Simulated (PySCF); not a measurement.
# AlSiH6NO2

AlSiH6NO2 is a small molecule, neutral, singlet. The structure, one conformer, was relaxed in the gas phase by PBE0-D3(BJ)/def2-SVP. No frequency run checks that it is a minimum.

SMILES: [OH][Al]([OH])[NH][SiH3]

```xyz
11

O    -0.553    1.817    1.165
Al   -1.104    0.613    0.103
O    -2.723    0.597   -0.401
N    -0.058   -0.681   -0.541
Si    1.616   -0.991   -0.218
H     0.345    1.893    1.492
H    -3.383    1.236   -0.131
H    -0.516   -1.337   -1.170
H     2.479   -0.925   -1.441
H     2.070    0.073    0.733
H     1.859   -2.324    0.420
```
(Å; atoms numbered from 1)

Shieldings: GIAO PBE0/pcSseg-2. Shifts are against computed references at the same level: H TMS (σ 31.24 ppm), Si TMS (σ 341.3 ppm). Core levels by delta-SCF with SCAN, pcX-2 on the ionised atom and pcseg-1 elsewhere, spin-free X2C (2p3/2 is the spin-free 2p value less a third of a first-order spin-orbit splitting); from the vacuum level, for chosen atoms.

Task: Give the shieldings and core levels atom by atom.

Result: 
```csv
atoms,bonded to,σ (ppm),δ (ppm),core level (eV)
O1,1 Al + 1 H,312.3,-,1s 538.11
Al2,1 N + 2 O,448.2,-,2p3/2 80.61
O3,1 Al + 1 H,320.3,-,1s 538.11
N4,1 Al + 1 Si + 1 H,258.2,-,1s 404.06
Si5,1 N + 3 H,395.6,-54.3,2p3/2 107.08
H6,1 O,29.97,1.28,-
H7,1 O,30.33,0.92,-
H8,1 N,31.45,-0.20,-
H9 H10 H11,1 Si,26.48,4.77,-
```

Values are those of this one static structure, with the three H of a rotating XH3 group averaged; atoms that internal rotation interchanges would show their mean in an NMR spectrum.

Task: By CAM-B3LYP/def2-SVPD (TDDFT singlets, Tamm-Dancoff triplets, ionisation by delta-SCF), where does absorption start, and what does vertical ionisation take?

Result: The lowest singlet lies at 5.90 eV (f 0.010), the strongest of the first 6 at 7.62 eV (f 0.033), the lowest triplet at 5.60 eV; vertical ionisation takes 9.89 eV.

The 3 runs behind this took 110 s in all, one thread each of Arm Neoverse V2 on a shared host, launched as `OMP_NUM_THREADS=1 python cluster_run.py task.json out`.
